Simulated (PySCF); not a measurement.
**Tm(2+): ionisation energy**

Tm(2+) [Xe] 4f13 (2F) → Tm(3+) [Xe] 4f12 (high-spin determinant), as a difference of total energies. Computed with PySCF 2.14 in cc-pVDZ-X2C, with the spin-free X2C one-electron Hamiltonian (Gaussian nucleus). Correlated levels: valence: [Kr] 4d10 frozen; valence and next inner shell: [Ar] 3d10 frozen. The calculations carry no spin-orbit coupling.

| method | ionisation energy (eV) |
| --- | --- |
| UHF | 19.575 |
| LDA | 25.135 |
| PBE | 24.548 |
| PBE0 | 23.615 |
| r2SCAN | 23.553 |
| MP2 (valence) | 24.340 |
| SCS-MP2 (valence) | 23.668 |
| MP2 (valence and next inner shell) | 24.691 |
| SCS-MP2 (valence and next inner shell) | 23.911 |

**Question.** How much does correlation contribute at MP2 (valence and next inner shell)?

**Answer.** 24.691 − (19.575) = 5.116 eV, measured against UHF.

A first-order spin-orbit estimate (lowest level to lowest level, LS coupling) adds -0.398 eV.

Errors of the correlated levels include the incompleteness of this basis and the frozen core.

The determinant of Tm(3+) mixes LS terms, which raises its energy above the lowest term, most at the Hartree-Fock and MP2 levels.

For comparison: 23.66 ± 0.03 eV (semi-empirical (NIST evaluation); NIST Atomic Spectra Database, ionization energies).
